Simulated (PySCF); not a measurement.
## 15N chemical shifts

Single conformer, in vacuum, rapidly exchanging positions averaged, no relativistic terms. Geometry from GFN2-xTB; NMR shieldings at PBE0/pcSseg-1/GIAO; PySCF 2.14.0 with density-fitted response routines.

Shieldings were converted by a linear fit to measured shifts: 15N: δ = -148.07 − 0.921σ (rms 6.3 ppm, 71 shifts vs CH3NO2, solution or neat liquid). A few per cent of atoms miss by over 2 rms, more outside the fitted compound classes.

Give the 15N shifts of `CCCCn1cpcn1`, `C/N=C/c1ncn[nH]1`, `CCCn1ncpc1C`, `C=Nc1ncc[nH]1`.

Answers


| compound | environment | δ (ppm) |
| --- | --- | --- |
| [CH3:1][CH2:2][CH2:3][CH2:4][n:5]1[cH:6][p:7][cH:8][n:9]1 | N9: pyridine-type nitrogen of an azole | -45.2 |
| [CH3:1][CH2:2][CH2:3][CH2:4][n:5]1[cH:6][p:7][cH:8][n:9]1 | N5: pyrrole-type ring nitrogen | -155.3 |
| [CH3:1]/[N:2]=[CH:3]/[c:4]1[n:5][cH:6][n:7][nH:8]1 | N2: imine nitrogen | -43.7 |
| [CH3:1]/[N:2]=[CH:3]/[c:4]1[n:5][cH:6][n:7][nH:8]1 | N7: pyridine-type nitrogen of an azole | -87.1 |
| [CH3:1]/[N:2]=[CH:3]/[c:4]1[n:5][cH:6][n:7][nH:8]1 | N5: pyridine-type nitrogen of an azole | -120.4 |
| [CH3:1]/[N:2]=[CH:3]/[c:4]1[n:5][cH:6][n:7][nH:8]1 | N8: pyrrole-type ring nitrogen | -188.1 |
| [CH3:1][CH2:2][CH2:3][n:4]1[n:5][cH:6][p:7][c:8]1[CH3:9] | N5: pyridine-type nitrogen of an azole | -40.3 |
| [CH3:1][CH2:2][CH2:3][n:4]1[n:5][cH:6][p:7][c:8]1[CH3:9] | N4: pyrrole-type ring nitrogen | -160.0 |
| [CH2:1]=[N:2][c:3]1[n:4][cH:5][cH:6][nH:7]1 | N2: imine nitrogen | -63.9 |
| [CH2:1]=[N:2][c:3]1[n:4][cH:5][cH:6][nH:7]1 | N4: pyridine-type nitrogen of an azole | -141.6 |
| [CH2:1]=[N:2][c:3]1[n:4][cH:5][cH:6][nH:7]1 | N7: pyrrole-type ring nitrogen | -224.3 |
